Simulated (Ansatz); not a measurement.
Species: C4H9Cl3Si, charge 0, multiplicity 1. 
Geometry from a B3LYP-D3(BJ)/def2-TZVP (Ansatz, an electronic-structure program) optimisation:
```
C
H 1 1.0937
H 1 1.0937 2 106.24
C 1 1.5279 2 109.27 3 -117.77
H 4 1.0946 1 109.10 2 -64.25
H 4 1.0946 5 106.22 1 117.48
C 4 1.5255 5 109.74 6 118.56
H 7 1.0912 4 111.37 5 -58.18
H 7 1.0925 8 107.77 4 122.07
H 7 1.0925 8 107.77 9 115.86
C 1 1.5328 2 109.59 3 118.32
H 11 1.0947 1 110.66 2 62.99
H 11 1.0947 12 106.49 1 -120.33
Si 11 1.8516 12 106.97 13 -114.12
Cl 14 2.0511 11 110.51 12 56.90
Cl 14 2.0525 11 110.76 12 176.93
Cl 14 2.0525 11 110.76 12 -63.14
```
Charge 0, spin multiplicity 1.

Wanted: vertical ionisation energy (to the doublet state of charge +1; each state is the SCF solution reached for its spin), in eV. Cores are frozen in the correlated levels unless marked. Open shells are spin-unrestricted. No spin-orbit coupling. No relativistic terms. 

```
level                    program  vertical ionisation energy (eV)
-----------------------  -------  -------------------------------
r2SCAN/def2-TZVPD         Ansatz                            10.12
B3LYP/def2-TZVPD          Ansatz                            10.39
BHLYP/def2-TZVPD          Ansatz                            10.80
CAM-B3LYP/def2-TZVPD      Ansatz                            10.79
wB97X-V/def2-TZVPD        Ansatz                            10.91
MP2/aug-cc-pV(D+d)Z       Ansatz                            10.94
RI-MP2/aug-cc-pV(T+d)Z    Ansatz                            11.04
SCS-MP2/aug-cc-pV(D+d)Z   Ansatz                            10.98
CCSD(T)/aug-cc-pV(D+d)Z   Ansatz                            10.81
```
